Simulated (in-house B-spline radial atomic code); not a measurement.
Ionisation energies along the 71-electron series, configuration [Xe] 4f14 5d3, as differences of self-consistent energies. Dirac energy differences include first-order Breit, QED and recoil terms. NIST's values go from ground level to ground level; the uncertainty of those that are theory runs from under 0.1 % in few-electron ions to several per cent in heavy many-electron ones. Computed with a radial B-spline atomic code at the basis-set limit: Dirac-Hartree-Fock, average of the configuration, finite nuclei.

| ion | configuration after | ionisation energy (eV) | IE/(q+1)² (eV) | Breit and QED recoil part (eV) | tabulated value (eV) | computed minus tabulated (eV) |
| --- | --- | --- | --- | --- | --- | --- |
| Ta2+ | [Xe] 4f14 5d2 | 22.34 | 2.4821 | 0.010878 | 23.1 | -0.76 |
| W3+ | [Xe] 4f14 5d2 | ? | ? | ? | ? | ? |
| Re4+ | [Xe] 4f14 5d2 | 51.45 | 2.058 | 0.0094595 | 51.9 | -0.45 |
| Os5+ | [Xe] 4f14 5d2 | 68.49 | 1.9025 | 0.0064215 | 70.1 | -1.61 |
| Ir6+ | [Xe] 4f14 5d2 | 87.02 | 1.776 | 0.0021044 | 89 | -1.98 |
| Pt7+ | [Xe] 4f14 5d2 | ? | ? | ? | ? | ? |
| Au8+ | [Xe] 4f14 5d2 | 128.30 | 1.5839 | -0.010076 | 130.1 | -1.80 |
| Hg9+ | [Xe] 4f14 5d2 | 150.95 | 1.5095 | -0.017908 | 153 | -2.05 |

Problem. Fill in the row of W3+.

Solution. ionisation energy (eV): 36.00; IE/(q+1)² (eV): 2.2503; Breit and QED recoil part (eV): 0.011056; tabulated value (eV): 38.2; computed minus tabulated (eV): -2.20.

Problem. Fill in the row of Pt7+.

Solution. ionisation energy (eV): 106.98; IE/(q+1)² (eV): 1.6715; Breit and QED recoil part (eV): -0.0034028; tabulated value (eV): 109; computed minus tabulated (eV): -2.02.

Where a p, d or f electron is removed, the computed value is a mean over both j, so it misses the tabulated one by a part of the spin-orbit splitting; averaging over terms and missing correlation add to the gap, relatively most at low charge.
